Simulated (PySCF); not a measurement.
Ionising LiI

RHF; Li def2-SVPD, I def2-SVPD with ECP28; scalar-relativistic core potentials (PySCF 2.14). Neutral (RHF): singlet (closed shell), Re = 2.431 Å, ωe = 484 cm⁻¹, De = 2.90 eV, HOMO -8.65 eV, LUMO -0.46 eV.

LiI⁻ (UHF): doublet (σ ↑), Re = 2.619 Å, ωe = 337 cm⁻¹. The energies at the minima are -304.18240 hartree for LiI and -304.20630 for LiI⁻.

(1) Work out the adiabatic electron affinity, without and with harmonic zero-point energies (1 hartree = 27.2114 eV, 1 eV = 8065.5 cm⁻¹), and the change of the bond length.

Spin–orbit coupling is left out, which matters for elements this heavy, above all for dissociation energies. Where the molecule has an RHF reference, its open-shell atoms are computed with UHF. Hartree–Fock leaves out correlation, which carries a large part of most bond energies and some tenths to 1 eV of ionisation energies. States were picked by a PBE0 search and need not be the measured ground states.

Neutral and ion stand on different kinds of reference determinant, which adds to the error of the difference.

## Answers

(1) At HF: 0.02390 hartree = 0.650 eV between the minima; the zero-point term (484.0 − 337.0)/2 cm⁻¹ = +0.009 eV makes it 0.659 eV. Re changes by +18.8 pm against the neutral. The electron enters a σ orbital; in so polar a molecule the change of length follows mostly from the change of the ionic charges.
